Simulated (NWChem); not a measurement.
Molecule: CH6AlN; SMILES [AlH]([NH2])[CH3]

```xyz
9

Al    -0.4784     0.0676     0.1454
H     -2.0179     0.2316     0.5151
C      0.4126    -1.6676     0.0082
H      0.3454    -2.2217     0.9600
H      1.4791    -1.5878    -0.2563
H     -0.0736    -2.3012    -0.7532
N      0.4204     1.5715    -0.1454
H      1.4026     1.6375    -0.3892
H      0.0198     2.5017    -0.0908
```
Atoms are numbered in this order, from 1.

Program: NWChem. Pople sets run with spherical d functions. STO-3G and 3-21G are far too small for this property and stand as cheap habits. The geometry was optimised at PBE0/def2-SVP. B3LYP is NWChem's, with the RPA form of VWN correlation. Field at 589 nm.

```json
[
 {"level": "B3LYP/STO-3G", "isotropic polarisability (bohr³)": "20.7", "anisotropy (bohr³)": "15.6", "relative time": "1"},
 {"level": "B3LYP/6-31G*", "isotropic polarisability (bohr³)": "42.2", "anisotropy (bohr³)": "14.0", "relative time": "5"},
 {"level": "B3LYP/def2-SVP", "isotropic polarisability (bohr³)": "43.6", "anisotropy (bohr³)": "15.0", "relative time": "5"},
 {"level": "B3LYP/def2-SVPD", "isotropic polarisability (bohr³)": "53.2", "anisotropy (bohr³)": "12.8", "relative time": "10"},
 {"level": "B3LYP/aug-cc-pVDZ", "isotropic polarisability (bohr³)": "55.1", "anisotropy (bohr³)": "13.2", "relative time": "30"}
]
```

Times are rough ratios from one shared machine.
